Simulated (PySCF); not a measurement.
**CSe from Hartree–Fock to correlated methods**

State: ¹Σ⁺ (singlet), closed shell. Set-up: basis C 6-31G(d,p), Se 6-31G(d,p); no relativity; PySCF 2.14. De refers to C + Se in their high-spin ground configurations, without counterpoise correction. A positive dipole means C(−)Se(+).

```tsv
Level	Re (Å)	ωe (cm⁻¹)	De (eV)	μ (D)
RHF	1.656	1161	2.81	1.52
RHF-MP2	1.685	1063	5.87	n/a
RHF-SCS-MP2	1.685	1066	5.64	n/a
RHF-CCSD	1.682	1075	5.27	n/a
RHF-CCSD(T)	1.696	1022	5.65	n/a
PBE	1.702	1007	6.60	1.73
BP86	1.704	1000	6.56	1.71
r²SCAN	1.688	1044	6.05	1.76
r²SCANh	1.681	1065	5.86	1.77
PBE0	1.678	1075	5.99	1.77
BHandHLYP	1.666	1113	5.24	1.71
ωB97X	1.665	1120	5.83	1.86
```

(1) Which functional lies closest to RHF-CCSD(T) in De, which farthest, and by how much do they differ from it?

(2) What does a quarter of exact exchange do here, going from PBE to PBE0?

(3) What does the triples do here, going from RHF-CCSD to RHF-CCSD(T)?

Correlated steps freeze 10 core orbitals. Correlated levels converge slowly with the basis: in double zeta they bind strong bonds too weakly, by up to about 1 eV, and carry superposition errors of some tenths. Where the molecule has an RHF reference, its open-shell atoms are computed with UHF. The CCSD T1 diagnostic is raised, a sign that a single reference may not be enough here.

## Answers

(1) Closest is ωB97X (-3.1 pm in Re, +9.6 % in ωe, +0.18 eV in De against RHF-CCSD(T) in the same basis), farthest PBE (+0.6 pm in Re, -1.5 % in ωe, +0.95 eV in De). CCSD(T) converges more slowly with the basis than the functionals do and binds too weakly in this one, so the order can change at the basis-set limit.

(2) PBE0 less PBE: -2.4 pm in Re, +6.8 % in ωe, -0.61 eV in De. Exact exchange removes part of the self-interaction that spreads semilocal densities, and in most molecules shortens and stiffens the bond and lowers De; so it does here.

(3) RHF-CCSD(T) less RHF-CCSD: +1.4 pm in Re, -4.9 % in ωe, +0.38 eV in De. Correlation nearly always deepens the well. The bond lengthens, as in strong covalent bonds, where excitations into antibonding orbitals dominate.
